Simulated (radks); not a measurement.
Species: Ho36+. Configuration: [Ar] 3d10 4s1.5 4p1 4f0.5 (fractional occupations, a model configuration). All-electron calculation, Dirac Kohn-Sham, AM05, spin-unpolarised, spherical densities, finite nucleus; open shells are shared between the two j in proportion to 2j + 1; Fermi nuclear charge, rms radius 5.2022 fm. Program: a radial shooting solver on a logarithmic mesh with Libxc functionals.

Unscreened Slater integrals over Kohn-Sham orbitals (eV). Large and small components are both included.

| integral | value |
|---|---|
| F0(4f7/2,4f7/2) | 56.580 |
| F2(4f7/2,4f7/2) | 30.822 |
| F4(4f7/2,4f7/2) | 20.353 |
| F6(4f7/2,4f7/2) | 14.974 |
| F0(4f7/2,4f5/2) | 56.713 |
| F2(4f7/2,4f5/2) | 30.865 |
| F4(4f7/2,4f5/2) | 20.374 |
| G2(4f7/2,4f5/2) | 30.702 |
| G4(4f7/2,4f5/2) | 20.271 |
| G6(4f7/2,4f5/2) | 14.913 |
| F0(4f7/2,4p3/2) | 53.376 |
| F2(4f7/2,4p3/2) | 26.984 |
| G2(4f7/2,4p3/2) | 20.634 |
| G4(4f7/2,4p3/2) | 15.414 |
| F0(4f7/2,4p1/2) | 54.582 |
| G4(4f7/2,4p1/2) | 16.469 |
| F0(4f5/2,4f5/2) | 56.847 |
| F2(4f5/2,4f5/2) | 30.910 |
| F4(4f5/2,4f5/2) | 20.396 |
| F0(4f5/2,4p3/2) | 53.483 |
| F2(4f5/2,4p3/2) | 26.965 |
| G2(4f5/2,4p3/2) | 20.531 |
| G4(4f5/2,4p3/2) | 15.341 |
| F0(4f5/2,4p1/2) | 54.698 |
| G2(4f5/2,4p1/2) | 22.309 |
| F0(4p3/2,4p3/2) | 51.655 |
| F2(4p3/2,4p3/2) | 26.858 |
| F0(4p3/2,4p1/2) | 52.649 |
| G2(4p3/2,4p1/2) | 27.016 |
| F0(4p1/2,4p1/2) | 53.737 |
